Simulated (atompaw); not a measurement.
# Scattering properties, PAW (atompaw) potential for tellurium

```json
{"Element": "tellurium (Te)", "Generator": "atompaw 4.2.0.5", "Type": "PAW", "Functional": "PBEsol", "Relativity": "scalar-relativistic", "Frozen core": "[Kr]", "Valence charge": "16", "Reference configuration": "4d10 5s2 5p3 (charge +1)", "Partial waves": "5s (bound): rc 1.85 bohr; 5s channel at -1.4 Ry: rc 1.85 bohr; 5p (bound): rc 1.85 bohr; 5p channel at 0.3 Ry: rc 1.70 bohr; 4d (bound): rc 1.85 bohr; 4d channel at -3 Ry: rc 1.15 bohr", "Local potential": "troulliermartins scheme with l = 3 at 0 Ry, radius 1.75 bohr", "Core correction": "smooth core density matched at 1.25 bohr", "Augmentation charge": "besselshape compensation charge, radius 1.45 bohr; PAW radius 1.85 bohr; waves and projectors: custom rrkj gramschmidtortho"}
```

The phase is arctan(r·u′/u) with u = r·R(r), unwrapped; energies in Ry, scanned from -6 to 5 Ry. A pole is an energy at which the radial function vanishes at the test radius. The pseudo phase is shifted by a multiple of π to meet the all-electron one at the reference energy, and phase errors are pseudo minus all-electron; the curves can meet again beyond the range given. Levels narrower than the energy grid can be missing from the lists of poles.

| channel | radius (bohr) | reference energy (Ry) | poles, all-electron | poles, pseudo | unbroken range about the reference energy with phases within 0.05 rad | phase error 1 Ry above the reference energy (rad) |
| --- | --- | --- | --- | --- | --- | --- |
| s | 1.86 | -1.73 | 3.07 | 3.02 | the whole range | -0.000 |
| p | 1.86 | -1.01 | none | 4.83 | the whole range | +0.000 |
| d | 1.86 | -3.72 | -3.36 | -3.36 | below 1.6 | +0.000 |

Note: ghost states, extra bound levels that the all-electron valence spectrum of the same l lacks: s at -236.2 eV, p at -99.4 eV. A true bound ghost makes a file unfit for plane-wave use.

Phases in the d channel:

```
E (Ry)  all-electron  pseudo
 -6.00         1.292   1.291
 -5.76         1.277   1.277
 -5.52         1.260   1.260
 -5.28         1.237   1.237
 -5.04         1.206   1.206
 -4.80         1.159   1.159
 -4.56         1.079   1.079
 -4.32         0.906   0.907
 -4.08         0.347   0.348
 -3.84        -0.939  -0.939
 -3.60        -1.414  -1.414
 -3.36        -1.570  -1.570
 -3.12        -1.647  -1.647
 -2.88        -1.694  -1.694
 -2.64        -1.729  -1.728
 -2.40        -1.756  -1.756
 -2.16        -1.779  -1.779
 -1.92        -1.800  -1.800
 -1.68        -1.821  -1.820
 -1.44        -1.841  -1.840
 -1.20        -1.861  -1.861
 -0.96        -1.883  -1.883
 -0.72        -1.906  -1.906
 -0.48        -1.931  -1.931
 -0.24        -1.960  -1.960
  0.00        -1.992  -1.993
  0.24        -2.029  -2.032
  0.48        -2.072  -2.077
  0.72        -2.125  -2.133
  0.96        -2.189  -2.202
  1.20        -2.269  -2.290
  1.44        -2.370  -2.404
  1.68        -2.500  -2.554
  1.92        -2.667  -2.751
  2.16        -2.877  -2.999
  2.40        -3.124  -3.281
  2.64        -3.384  -3.560
  2.88        -3.625  -3.798
  3.12        -3.828  -3.985
  3.36        -3.989  -4.128
  3.60        -4.113  -4.236
  3.84        -4.210  -4.319
  4.08        -4.287  -4.385
  4.32        -4.348  -4.438
  4.56        -4.398  -4.482
  4.80        -4.439  -4.519
```
